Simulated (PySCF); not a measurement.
## Correlation energy of Ne+ (neon, charge +1)

[He] 2s2 2p5, 2P determinant. All numbers are calculated (PySCF 2.14, no relativity, point nucleus, in def2-QZVPPD). Frozen: nothing; 9 electrons correlated.

```json
{"level": "CCSD", "correlation energy (mhartree)": "-250.65"}
{"level": "(T)", "correlation energy (mhartree)": "-3.10"}
{"level": "CCSD(T)", "correlation energy (mhartree)": "-253.75"}
```

Diagnostics: T1 = 0.0033, D1 = 0.0061, largest double amplitude 0.024.

Cost of the coupled-cluster step: roughly 5 core-seconds, for 9 correlated electrons.

Iterations:

```
CC2 = 0
CCSD nocc = (np.int64(5), np.int64(4)), nmo = (66, 66)
frozen orbitals [[], []]
max_cycle = 100
direct = 0
conv_tol = 1e-08
conv_tol_normt = 1e-06
diis_space = 8
diis_start_cycle = 0
Init t2, MP2 energy = -0.239109808418313
Init E_corr(UCCSD) = -0.239109808420589
cycle = 1  E_corr(UCCSD) = -0.248232192504221  dE = -0.00912238408  norm(t1,t2) = 0.0178583
cycle = 2  E_corr(UCCSD) = -0.250099535478823  dE = -0.00186734297  norm(t1,t2) = 0.0049687
cycle = 3  E_corr(UCCSD) = -0.250650502594904  dE = -0.000550967116  norm(t1,t2) = 0.00209418
cycle = 4  E_corr(UCCSD) = -0.25066448731624  dE = -1.39847213e-05  norm(t1,t2) = 0.000537341
cycle = 5  E_corr(UCCSD) = -0.250646098879738  dE = 1.83884365e-05  norm(t1,t2) = 0.000208498
cycle = 6  E_corr(UCCSD) = -0.250649704980922  dE = -3.60610118e-06  norm(t1,t2) = 3.0662e-05
cycle = 7  E_corr(UCCSD) = -0.250650010559572  dE = -3.0557865e-07  norm(t1,t2) = 7.0419e-06
cycle = 8  E_corr(UCCSD) = -0.250649818238847  dE = 1.92320725e-07  norm(t1,t2) = 1.82054e-06
cycle = 9  E_corr(UCCSD) = -0.250649805031613  dE = 1.32072336e-08  norm(t1,t2) = 3.7615e-07
cycle = 10  E_corr(UCCSD) = -0.250649812950284  dE = -7.9186705e-09  norm(t1,t2) = 9.27242e-08
UCCSD converged
E(UCCSD) = -128.0750068957425  E_corr = -0.250649812950284
UCCSD(T) correction = -0.00309842414147707
```

This basis was not built for core-valence correlation, so the inner-shell part is incomplete.
